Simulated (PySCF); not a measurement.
Diatomic cations of Ga with the third period

PBE0 with double-zeta basis sets in PySCF, for the lowest determinant that a PBE0 search found; no spin–orbit coupling. De refers to high-spin ground-configuration atoms (the charge goes to the atom of lower measured ionisation energy or higher electron affinity, which is not always the lowest computed limit). A positive dipole points towards Ga; it is taken about the centre of mass and depends on that origin.

```csv
M,basis,charged atom,state (unpaired electrons),Re (Å),ωe (cm⁻¹),De (eV),μ (D)
Na,x2c-SVPall,Na+,doublet (σ ↑),3.442,102,0.96,-7.38
Mg,def2-SVP,Ga+,singlet (closed shell),3.125,154,1.04,-3.95
Al,"6-31G(d,p)",Al+,doublet (σ ↑),3.195,141,1.61,-3.42
P,cc-pVDZ-PP/cc-pV(D+d)Z,Ga+,"quartet (σ ↑, π ↑↑)",2.694,142,0.54,0.53
S,cc-pVDZ-PP/cc-pV(D+d)Z,Ga+,triplet (π ↑↑),2.930,151,0.68,0.92
Cl,cc-pVDZ-PP/cc-pV(D+d)Z,Ga+,doublet (σ ↑),2.126,382,0.81,3.11
```

By what factor does the harmonic wavenumber vary along the series?

At PBE0 it runs from 102 cm⁻¹ (NaGa⁺) to 382 cm⁻¹ (GaCl⁺), a factor of 3.75.

The rows differ in basis set, which adds steps of its own.

The state changes along the series, so neighbouring rows are not always alike in their bonding.

Closed-shell solutions of metal pairs were not tested for spin polarisation, which can lower them a little. Spin–orbit coupling is left out. For an ion De counts to the pair picked by the measured ionisation energies or electron affinities, which need not be the lowest pair at this level. States were picked by a PBE0 search and need not be the measured ground states.
